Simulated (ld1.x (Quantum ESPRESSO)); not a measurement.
## Rb (Z = 37), ultrasoft: configuration errors across variants

* Element: rubidium (Rb)
* Generator: ld1.x (Quantum ESPRESSO) 7.5
* Type: ultrasoft
* Functional: PBEsol
* Relativity: scalar-relativistic
* Frozen core: [Ar] 3d10
* Valence charge: 9
* Reference configuration: 4s2 4p6 5s1 5p0
* Partial waves: 4s (bound): rcut 2.40, rcutus 2.95 bohr; 5s (bound): rcut 2.40, rcutus 2.95 bohr; 4p (bound): rcut 2.35, rcutus 2.75 bohr; 5p (bound, empty): rcut 2.35, rcutus 2.75 bohr; 4d channel at -0.15 Ry: rcut 2.00, rcutus 2.70 bohr
* Local potential: all-electron potential smoothed inside 2.90 bohr (lloc = -1)
* Core correction: Bessel-smoothed model core inside 2.45 bohr
* Augmentation charge: PSQ, inside the norm-conserving radii

All-electron excitation energies from the reference (eV): (1) 4s2 4p6 5s0 5p0 4.069; (2) 4s2 4p6 5s0.5 5p0 1.561; (3) 4s2 4p6 5s0 5p1 1.492; (4) 4s1 4p6 5s1 5p0 37.739; (5) 4s2 4p5 5s1 5p0 21.149.

The overlap operator is not positive definite (basis up to 400 Ry) in “base”, “all radii but the core radius scaled by about 1.29 (s 3.80, p 3.54, d 3.48 bohr, rcut 3.08/3.02/2.58); local potential all-electron potential smoothed inside 3.72 bohr (lloc = -1)”, “waves 4s (bound): rcut 2.40, rcutus 3.28 bohr; 5s (bound): rcut 2.40, rcutus 3.28 bohr”, “wave 4d channel at -0.15 Ry: rcut 2.00, rcutus 2.70 bohr becomes 4d channel at -0.15 Ry: rcut 1.78, rcutus 1.88 bohr”, “core correction none”, “waves 4p (bound): rcut 1.58, rcutus 1.68 bohr; 5p (bound): rcut 1.58, rcutus 1.68 bohr”, “wave 4d channel at -0.15 Ry: rcut 2.00, rcutus 2.70 bohr becomes 4d channel at 2.82 Ry: rcut 2.00, rcutus 2.70 bohr”, “local potential all-electron potential smoothed inside 1.70 bohr (lloc = -1)”. Such files are unfit for use, however small their errors in these radial tests.

Tests that are not counted but printed errors over 1 eV. “all radii but the core radius scaled by about 1.29 (s 3.80, p 3.54, d 3.48 bohr, rcut 3.08/3.02/2.58); local potential all-electron potential smoothed inside 3.72 bohr (lloc = -1)”: 4s2 4p6 5s0 5p0 (solver errors, printed error -430 eV).

2 further variants failed, have other tests or another functional or relativity, and are left out.

A true bound ghost makes a file unfit for plane-wave use even where its test errors are small: the radial tests pick states by their node count and pass the ghost by.

Errors AE − PS in meV (a dash: test not solved or not reliable):

| change | (1) | (2) | (3) | (4) | (5) | bound ghosts |
| --- | --- | --- | --- | --- | --- | --- |
| base | -0.8 | +0.6 | -1.2 | +0.4 | +113 | not determined (overlap not positive) |
| all radii but the core radius scaled by about 1.29 (s 3.80, p 3.54, d 3.48 bohr, rcut 3.08/3.02/2.58); local potential all-electron potential smoothed inside 3.72 bohr (lloc = -1) | – | – | – | – | – | not determined (overlap not positive) |
| waves 4s (bound): rcut 2.40, rcutus 3.28 bohr; 5s (bound): rcut 2.40, rcutus 3.28 bohr | -0.4 | +0.2 | -0.4 | -171 | -27 | not determined (overlap not positive) |
| wave 4d channel at -0.15 Ry: rcut 2.00, rcutus 2.70 bohr becomes 4d channel at -0.15 Ry: rcut 1.78, rcutus 1.88 bohr | -0.8 | +0.6 | -1.2 | +0.4 | +113 | not determined (overlap not positive) |
| core correction none | -0.8 | +0.6 | -1.1 | +2.8 | +113 | not determined (overlap not positive) |
| waves 4p (bound): rcut 1.58, rcutus 1.68 bohr; 5p (bound): rcut 1.58, rcutus 1.68 bohr | -1.3 | +0.5 | -0.8 | -102 | +60 | not determined (overlap not positive) |
| wave 4d channel at -0.15 Ry: rcut 2.00, rcutus 2.70 bohr becomes 4d channel at 2.82 Ry: rcut 2.00, rcutus 2.70 bohr | -0.8 | +0.6 | -1.2 | +0.4 | +113 | not determined (overlap not positive) |
| local potential all-electron potential smoothed inside 1.70 bohr (lloc = -1) | -0.4 | 0.0 | -0.6 | – | – | not determined (overlap not positive) |

(1) Give the same row for: local potential all-electron potential smoothed inside 2.05 bohr (lloc = -1).

## Answers

(1) -0.4, -0.1, -0.6, –, –; bound ghosts: d (s, p not tested, overlap not positive). Its overlap operator is not positive definite in a basis up to 400 Ry (lowest eigenvalue s -0.04, p -0.59), so the file is unfit for use: the generalised eigenproblem breaks down once the basis is large enough, and its test numbers describe a broken file.
